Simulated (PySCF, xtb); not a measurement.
C4H4ClF. Atoms are numbered in the order given.

```xyz
10

F     -2.3228    -0.2488     1.1555
C     -1.5623    -0.0996     0.0117
C     -0.5243     0.9973     0.0418
C      0.4632     0.1090    -0.1703
Cl     2.1499     0.2635    -0.4634
C     -0.3988    -1.1295    -0.1376
H     -2.2533    -0.0711    -0.8481
H     -0.5789     2.0813     0.1358
H     -0.2783    -1.7545     0.7595
H     -0.3991    -1.7580    -1.0424
```

Geometry: TPSSh-D3(BJ)/def2-SVP. The structure was generated by enumeration; whether it is a known compound was not checked.

Computed with IEF-PCM-B3LYP/def2-SVP in PySCF.

The values are the electrostatic part of the solvation free energy, E(continuum) − E(gas) at the gas-phase geometry, in a cavity of scaled van der Waals radii (PySCF's table); cavitation and dispersion terms are not included. In vacuum the orbital gap is 6.77 eV. The dipole moment in vacuum is 1.20 D.

| solvent | ε | ΔG(elec) (kcal/mol) | dipole (D) | gap (eV) |
|---|---|---|---|---|
| water | 78.36 | -2.8 | 1.49 | 6.80 |
| dichloromethane | 8.93 | -2.4 | 1.44 | 6.79 |
| cyclohexanone | 15.62 | -2.6 | 1.46 | 6.79 |

For comparison, GFN2-xTB/ALPB(water) (xtb, at the GFN2-xTB geometry, all terms of that model) gives -2.6 kcal/mol.
